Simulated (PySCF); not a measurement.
Al₂Cl₃H₃.
SMILES: `[Cl][AlH-]1[Cl+][AlH2-][Cl+]1`

Level of theory: EOM-IP-CCSD/aug-cc-pVDZ in PySCF, restricted Hartree–Fock reference, frozen core, non-relativistic, gas phase, PBE0-D3(BJ)/def2-SVP geometry.

The vertical ionisation energies are 11.28, 11.52, 11.78, 12.29, 12.63, 12.85, 13.01, 13.71 eV.

Task: Which Hartree–Fock orbital leads each hole, and what is its Koopmans value −ε?

Result: 
```csv
leading hole (HF orbital),Koopmans (eV),EOM-IP-CCSD (eV),change (eV),one-hole share
HOMO,11.95,11.28,-0.67,0.94
HOMO-1,12.31,11.52,-0.79,0.95
HOMO-2,12.62,11.78,-0.84,0.95
HOMO-3,13.08,12.29,-0.79,0.94
HOMO-4,13.43,12.63,-0.80,0.94
HOMO-5,13.91,12.85,-1.06,0.95
HOMO-6,14.01,13.01,-1.00,0.95
HOMO-7,14.61,13.71,-0.90,0.94
```

Task: Does the order of the lines follow the orbital energies?

Result: Yes, no two lines change places. The corrections run from -1.06 to -0.67 eV, with a mean of -0.86 eV over the 8 lines; no line lies above its Koopmans value.

Task: At what kinetic energies would He II light (40.81 eV) eject these electrons?

Result: 29.53 eV (HOMO), 29.29 eV (HOMO-1), 29.03 eV (HOMO-2), 28.52 eV (HOMO-3), 28.18 eV (HOMO-4), 27.96 eV (HOMO-5), 27.80 eV (HOMO-6), 27.10 eV (HOMO-7).

One root was sought for each valence orbital with −ε under 21 eV, eight at most, so deeper holes and satellites are missing; no vibrational structure.
